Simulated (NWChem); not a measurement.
System: C2H6N, doublet; SMILES C([NH])C

```xyz
9

C      0.2441    -1.1990     0.0000
C     -0.4860     0.1306     0.0000
N      0.4073     1.2459     0.0000
H     -0.4604    -2.0443     0.0000
H      0.8885    -1.2846     0.8876
H      0.8885    -1.2846    -0.8876
H     -1.1723     0.1929    -0.8740
H     -1.1723     0.1929     0.8740
H     -0.1790     2.0928     0.0000
```
Atoms are numbered in this order, from 1.

Computed with NWChem. Geometry optimised at PBE0/def2-SVP; all other runs use it. Pople sets run with spherical d functions. Spin-unrestricted. In the optimisation the excess spin sits in a" (Cs, its own frame). Vzz has the sign of the potential's second derivative. Excited states of an open shell can be spin-contaminated.

| quantity | level | value |
|---|---|---|
| vertical, lowest state with f > 0.02 (eV) | LRC-wPBEh/6-31G*, TDA | 6.85 |
| dipole in solution (D) in 2-propanol | PBE/6-31G*, SMD | [?] |
| A(iso) 13C atom 2 (MHz) | TPSSh/IGLO-II | -39.3 |
| Vzz N3 (a.u.) | CAM-B3LYP/6-31G* | [?] |
| dipole (D) | PBE0/def2-SVP | 1.84 |
| highest harmonic frequency (cm⁻¹) | PBE0/def2-SVP | [?] |

Q: Complete the blanks.

A: 
- dipole in solution (D) in 2-propanol, value: 2.43
- Vzz N3 (a.u.), value: -0.781
- highest harmonic frequency (cm⁻¹), value: 3439
